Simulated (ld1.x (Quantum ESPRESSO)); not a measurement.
**Cutoff test, Ru (Z = 44), ultrasoft**

```
Element                 : ruthenium
Generator               : ld1.x (Quantum ESPRESSO) 7.5
Type                    : ultrasoft
Functional              : PW91
Relativity              : fully relativistic
Frozen core             : [Ar] 3d10 4s2
Valence charge          : 14
Reference configuration : 4p6 4d7.5 5s0.5 5p0
Partial waves           : 5s (bound): rcut 2.25, rcutus 2.55 bohr; 5s channel at 1.9 Ry: rcut 2.25, rcutus 2.55 bohr; 4p (bound): rcut 1.70, rcutus 2.20 bohr; 5p (bound, empty): rcut 1.70, rcutus 2.20 bohr; 4d (bound): rcut 1.65, rcutus 2.15 bohr; 4d channel at 0.05 Ry: rcut 1.65, rcutus 2.15 bohr
Local potential         : all-electron potential smoothed inside 1.85 bohr (lloc = -2)
Core correction         : none
Augmentation charge     : PSQ, inside the norm-conserving radii
```

Open shells are filled in proportion to 2j + 1 (rel_dist='average').

The pseudo-atom Hamiltonian at the reference potential is diagonalised in spherical Bessel functions j_l(qr) that vanish at 20 bohr, with q² up to the cutoff. All-electron valence levels (Ry): 5s -0.2831, 4p1/2 -3.4810, 5p1/2 -0.0607, 4p3/2 -3.2330, 5p3/2 -0.0544, 4d3/2 -0.3203, 4d5/2 -0.2977.

Task: How do the lowest levels (Ry) of each channel move with the cutoff, and are there ghosts?

Result:

```
cutoff (Ry)     s #1    s #2  p1/2 #1  p1/2 #2  p1/2 #3  p3/2 #1  p3/2 #2  p3/2 #3  d3/2 #1  d5/2 #1    f #1  Σ f·Δε (mRy)
          8  -0.2830  0.0128  -3.3980  -0.0282   0.0765  -3.1499  -0.0269   0.0772  -0.0008   0.0146  0.1146        2862.4
         10  -0.2830  0.0128  -3.4472  -0.0307   0.0752  -3.1993  -0.0293   0.0759  -0.1051  -0.0764  0.1146        1843.9
         12  -0.2831  0.0128  -3.4688  -0.0328   0.0741  -3.2208  -0.0313   0.0748  -0.2095  -0.1807  0.1146         931.8
         15  -0.2831  0.0128  -3.4791  -0.0368   0.0721  -3.2311  -0.0349   0.0730  -0.2767  -0.2517  0.1146         348.6
         18  -0.2831  0.0128  -3.4804  -0.0412   0.0700  -3.2324  -0.0387   0.0711  -0.3143  -0.2916  0.1146          48.9
         21  -0.2831  0.0128  -3.4806  -0.0482   0.0669  -3.2325  -0.0446   0.0684  -0.3192  -0.2966  0.1146          11.0
         30  -0.2831  0.0128  -3.4809  -0.0600   0.0622  -3.2329  -0.0539   0.0645  -0.3199  -0.2973  0.1146           3.3
         35  -0.2831  0.0128  -3.4809  -0.0601   0.0622  -3.2329  -0.0540   0.0645  -0.3202  -0.2975  0.1146           1.4
         40  -0.2831  0.0128  -3.4810  -0.0603   0.0621  -3.2329  -0.0542   0.0644  -0.3203  -0.2976  0.1146           0.6
         45  -0.2831  0.0128  -3.4810  -0.0605   0.0621  -3.2330  -0.0543   0.0643  -0.3203  -0.2976  0.1146           0.4
         50  -0.2831  0.0128  -3.4810  -0.0605   0.0621  -3.2330  -0.0543   0.0643  -0.3203  -0.2976  0.1146           0.3
        400  -0.2831  0.0128  -3.4810  -0.0606   0.0621  -3.2330  -0.0544   0.0643  -0.3203  -0.2977  0.1146           0.0
```

Result: no extra level below or beside the all-electron valence levels (s, p1/2, p3/2, d3/2, d5/2, f tested); 10 mRy is reached at 25 Ry and 1 mRy at 40 Ry.

Test run stopped at test 5 of 7 (negative rho).
